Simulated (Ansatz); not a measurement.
Abridged output of a molecular run in Ansatz:

```
Functional definition: HF
1230 factors; integrals over basis functions are off by at most 1.2e-3 eV
mean field evaluation 1: about -20141.1596 eV, gradient 4.8e1 eV
mean field evaluation 2: about -20141.2900 eV, gradient 4.8e1 eV
mean field evaluation 4: about -20145.8965 eV, gradient 4.0e0 eV
mean field evaluation 8: about -20145.9533 eV, gradient 2.7e-1 eV
mean field -20145.95347896 eV, -740.3501349342 hartree, gradient 1.1e-6 eV, S^2 0.000000; 0 other end points of the search recorded, 0 dependent functions left out
11 core orbitals not correlated: weight in the atoms' cores, before any rotation towards them, 1.000 or more for the frozen orbitals, at most 0.000 for the correlated occupied ones
reference -20145.95347896 eV, -740.3501349342 hartree; 22, 22 occupied and 94, 94 virtual orbitals, 1230 factors
second order -29.82814469 eV of doubles, -0.00000000 eV of singles
cycle   1  -30.25665177 eV  change   -4.3e-1 eV  update   1.2e-1
cycle   2  -30.95077986 eV  change   -6.9e-1 eV  update   3.2e-2
cycle   3  -31.11866049 eV  change   -1.7e-1 eV  update   1.6e-2
cycle   4  -31.10934501 eV  change    9.3e-3 eV  update   3.0e-3
cycle   5  -31.10843701 eV  change    9.1e-4 eV  update   1.2e-3
cycle   6  -31.10895592 eV  change   -5.2e-4 eV  update   3.3e-4
cycle   7  -31.10871402 eV  change    2.4e-4 eV  update   1.2e-4
cycle   8  -31.10861826 eV  change    9.6e-5 eV  update   3.7e-5
cycle   9  -31.10863272 eV  change   -1.4e-5 eV  update   1.2e-5
perturbative correction -0.67210589 eV, -0.0246994360 hartree
Total energy: -20177.73421757 eV, -741.5180555363 hartree
```

Its atoms:

Z-matrix (Å, degrees):
```
C
F 1 1.333
F 1 1.333 2 107.7
F 1 1.341 2 107.8 3 -116.1
C 1 1.514 2 112.0 3 123.6
O 5 1.392 1 109.1 2 -60.6
H 5 1.097 1 107.1 2 61.2
H 5 1.097 1 107.1 2 177.6
Si 6 1.650 5 123.5 1 -179.4
H 9 1.478 6 106.0 5 179.8
H 9 1.488 6 110.1 5 59.5
H 9 1.488 6 110.2 5 -60.0
```

(1) Which basis set was used?
A. cc-pV(Q+d)Z
B. def2-SVP
C. def2-TZVPPD
D. def2-SVPD

(2) Write the keys of the input that set method, charge and spin (a neutral closed shell needs none for the last two).

## Answers

(1) B. It gives 127 functions.

(2) 
```yaml
correlation: {method: ccsd_t}
```
